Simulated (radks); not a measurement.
Sn XLIX, 2 electrons, occupied as [He].

All-electron calculation, non-relativistic Kohn-Sham, LB94 model potential, spin-polarised, spherical densities, point nucleus; relativity is left out, which matters for an element this heavy. Program: a radial shooting solver on a logarithmic mesh with Libxc functionals.

Energy parts (hartree):
part                   energy
kinetic            2465.66869
electron-nucleus  -4965.53188
Hartree              62.00710
(The LB94 potential has no energy functional, so no total or exchange-correlation energy is given.)

Orbitals (lengths in bohr, moments of r in powers of bohr; <r^-3> diverges for s and p1/2; r(90%) holds 90 % of the orbital's charge):
[
 {"orbital": "1s", "occ.": "2", "eigenvalue (hartree)": "-1214.707", "r(90%)": "0.0537", "<r>": "0.03025", "<r^-3>": "-", "<1/r>": "49.66"},
 {"orbital": "2s", "occ.": "0", "eigenvalue (hartree)": "-300.2194", "r(90%)": "0.186", "<r>": "0.1219", "<r^-3>": "-", "<1/r>": "12.29"},
 {"orbital": "2p", "occ.": "0", "eigenvalue (hartree)": "-298.4140", "r(90%)": "0.163", "<r>": "0.1021", "<r^-3>": "4915", "<1/r>": "12.25"}
]

The highest occupied level is 1s at -33054 eV. The density falls to 0.001 e/bohr^3 at r = 0.18 bohr. The electron density at the nucleus is 7.843e+04 e/bohr^3. For comparison, the ionisation energy in NIST's Atomic Spectra Database is 34257.1 eV (theoretical). In exact Kohn-Sham theory the highest level is minus the ionisation energy, but local and semilocal functionals leave it too shallow, through self-interaction and a potential that decays too fast; potentials with the right tail come closer. Summed over all electrons, <r^2> = 0.002443 bohr^2, which gives a Langevin (diamagnetic) susceptibility term of -0.00194 x 10^-6 cm^3/mol.
